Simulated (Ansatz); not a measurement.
Consider the cleavage of the Ge–In bond: `[F][InH][GeH3]` + `O[SiH3]` → `[SiH3][O][GeH3]` + `[F][InH2]`.

Program: Ansatz. Geometries: PBE0-D4/def2-TZVP. ΔE: electronic, gas phase. CBS: MP2 limit from def2 TZ/QZ plus the TZ coupled-cluster correction, frozen cores. DFT in def2-TZVPP. Elements past krypton have def2 core potentials. For Ge, In outer-core shells are correlated without core-valence functions, which leaves a few kJ/mol of doubt a bond. Scalar relativity is left out up to krypton.

`[F][InH][GeH3]`:

Z-matrix (Å, degrees):
```
Ge
In 1 2.588
H 1 1.538 2 109.2
H 1 1.538 2 111.2 3 119.3
H 1 1.535 2 110.3 3 -119.5
F 2 1.966 1 109.9 3 84.1
H 2 1.715 1 140.3 3 -95.1
```

`O[SiH3]`:

```xyz
6

O    -1.051   -0.240    0.693
Si    0.367   -0.071   -0.129
H    -1.733    0.417    0.549
H     0.156   -0.106   -1.603
H     1.215   -1.211    0.285
H     1.045    1.212    0.204
```

`[SiH3][O][GeH3]`:

Z-matrix (Å, degrees):
```
Si
O 1 1.633
H 1 1.484 2 108.2
H 1 1.490 2 111.0 3 120.0
H 1 1.490 2 111.0 3 -120.0
Ge 2 1.776 1 134.7 3 179.5
H 6 1.532 2 105.5 1 -179.4
H 6 1.538 2 108.4 1 60.7
H 6 1.538 2 108.4 1 -59.6
```

`[F][InH2]`:

Cartesian coordinates in Å:
```
F -1.554 0.825 -0.163
In 0.171 -0.090 0.018
H 0.565 -0.902 -1.426
H 0.819 0.168 1.571
```

```json
{"level": "revPBE-D4", "ΔE (kJ/mol)": "27.6"}
{"level": "CAM-B3LYP-D4", "ΔE (kJ/mol)": "13.6"}
{"level": "PBE", "ΔE (kJ/mol)": "35.7"}
{"level": "CCSD/CBS(def2)", "ΔE (kJ/mol)": "22.8"}
```

(1) What does CCSD(T)/CBS give? (Best estimate.)

Largest T1 diagnostic among the species: 0.016.

## Answers

(1) The calculation gave: +23.7 kJ/mol. The listed levels differ from it by 3.9, -10.1, 12.0, -0.9 kJ/mol.

From PBE to PBE0 (25 % exact exchange), in def2-TZVPP and without D4, ΔE moves by −4.6 kJ/mol. Leaving LDA and LC-ωPBE aside and taking each functional with its dispersion term where it has one, the values, not all of them listed here, spread over 27.9 kJ/mol, from B97M-V to PBE-D4.
